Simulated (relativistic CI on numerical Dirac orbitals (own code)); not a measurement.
# Magnetism of Yb3+, 4f13, in a crystal field

Calculated by Dirac-Coulomb-Breit CI, orbitals from a KLI potential per configuration, model QED (radiative potential, 1s self-energy scaled to tabulated hydrogen-like ionisation energies), valence Slater integrals scaled by 0.8, one configuration in a parametric crystal field (own radial code).

Field parameters in Wybourne normalisation. The field is a parameter set, without covalency.

S is read from ⟨S²⟩ = S(S + 1).

Powder χT (cm³ K mol⁻¹) by Van Vleck's formula, with temperature-independent terms:

```tsv
Field	2 K	5 K	10 K	20 K	50 K	100 K	200 K	300 K
C2v, B20 = 540, B22 = 290, B40 = -760, B42 = -380, B44 = -70, B60 = -660, B62 = 180, B64 = -310, B66 = 50 cm⁻¹	0.586	0.641	0.731	0.913	1.42	1.95	2.33	2.45
D3d, B20 = 860, B40 = 200, B43 = 1560, B60 = -10, B63 = 160, B66 = 20 cm⁻¹	1.13	1.14	1.17	1.23	1.4	1.66	2.04	2.25
D3d, B20 = 1330, B40 = 770, B43 = -1070, B60 = 370, B63 = 430, B66 = 520 cm⁻¹	1.3	1.31	1.33	1.37	1.5	1.71	2.04	2.24
D3d, B20 = -410, B40 = -610, B43 = -1750, B60 = 530, B63 = 720, B66 = 610 cm⁻¹	0.993	1.01	1.03	1.08	1.21	1.44	1.85	2.11
D3d, B20 = -220, B40 = -1930, B43 = -1650, B60 = 250, B63 = -500, B66 = -610 cm⁻¹	0.77	0.787	0.817	0.876	1.05	1.35	1.84	2.12
D3d, B20 = -1260, B40 = -50, B43 = -300, B60 = -570, B63 = 730, B66 = 230 cm⁻¹	1.92	1.93	1.94	1.96	2.03	2.13	2.3	2.4
```

Problem. For D3d, B20 = -410, B40 = -610, B43 = -1750, B60 = 530, B63 = 720, B66 = 610 cm⁻¹: what effective moment follows at 300 K?

Solution. μ_eff = √(8χT) = 4.11 μB. The LS value g√(J(J + 1)) of the free ion's ²F°7/2 level is 4.54 μB.
